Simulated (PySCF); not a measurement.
C4H9S, SMILES [CH](C)SCC, doublet, PBE0/def2-SVP optimised geometry.

```
14

C     -2.31     1.56    -0.09
C     -0.89     1.11     0.00
S     -0.55    -0.59     0.00
C      1.27    -0.59     0.00
C      1.79    -2.01     0.05
H     -2.83     1.54     0.89
H     -2.36     2.59    -0.46
H     -2.89     0.92    -0.77
H     -0.12     1.78     0.37
H      1.61    -0.07    -0.91
H      1.61     0.00     0.87
H      2.89    -2.01     0.05
H      1.45    -2.59    -0.81
H      1.45    -2.52     0.97
```

Density from unrestricted PBE0/def2-TZVP (PySCF) at that geometry.

Minimum of the electron density along straight lines between bonded atoms, close to the bond critical point (lines longer than 1.1 times the sum of covalent radii, or with two minima, are not listed):

```csv
bond,length / Å,ρ at the minimum / e bohr⁻³,∇²ρ there / e bohr⁻⁵,position (fraction from the first atom)
C1–C2,1.487,0.261,-0.68,0.49
C2–S3,1.726,0.213,-0.44,0.48
S3–C4,1.818,0.183,-0.31,0.53
C4–C5,1.517,0.249,-0.62,0.51
C1–H6,1.109,0.265,-0.87,0.64
C1–H7,1.102,0.271,-0.91,0.64
C1–H8,1.102,0.271,-0.91,0.64
C2–H9,1.095,0.275,-0.93,0.65
C4–H10,1.101,0.276,-0.94,0.65
C4–H11,1.102,0.275,-0.93,0.65
C5–H12,1.100,0.272,-0.91,0.64
C5–H13,1.101,0.273,-0.92,0.64
C5–H14,1.101,0.273,-0.92,0.64
```
